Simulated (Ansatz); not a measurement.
MoSe₂. The state is a triplet with charge 0. Geometry B3LYP-D4/def2-TZVP; atoms count from 1.

```
atom    x (Å)    y (Å)    z (Å)
 Mo1  -0.2614  -0.5732   0.5162
 Se2  -1.3365  -0.0702  -1.3971
 Se3   1.5978   0.6434   0.8809
```

In the def2 sets Mo takes a core potential; there is no spin–orbit coupling. The charge 0 triplet is spin-contaminated (final ⟨S²⟩ up to 2.15, 2.00 for a pure state). The structure comes from a short search, and lower isomers may exist.

Problem. Estimate the Mulliken populations from the PBE0/def2-TZVP orbitals of Ansatz.

Solution. 
```tsv
atom	charge (e)	spin (α − β)	d electrons
Mo1	0.69	2.65	4.57
Se2	-0.35	-0.32	–
Se3	-0.35	-0.32	–
```
Mulliken values and Mayer orders depend strongly on the basis.

Problem. Where does the spin sit?

Solution. Summed by element: Mo 2.65, Se -0.65, of 2 unpaired in all. Largest on single atoms: Mo1 2.65, Se2 -0.32, Se3 -0.32.

Problem. And the Mayer bond orders between bonded heavy atoms (over 0.3)?

Solution. Mo1–Se2 2.08 (2.25 Å); Mo1–Se3 2.08 (2.25 Å). Values over 0.3 also appear between atoms too far apart for a bond (Se2–Se3 0.33 at 3.78 Å); they arise where an orbital or an unpaired electron spreads over both atoms.
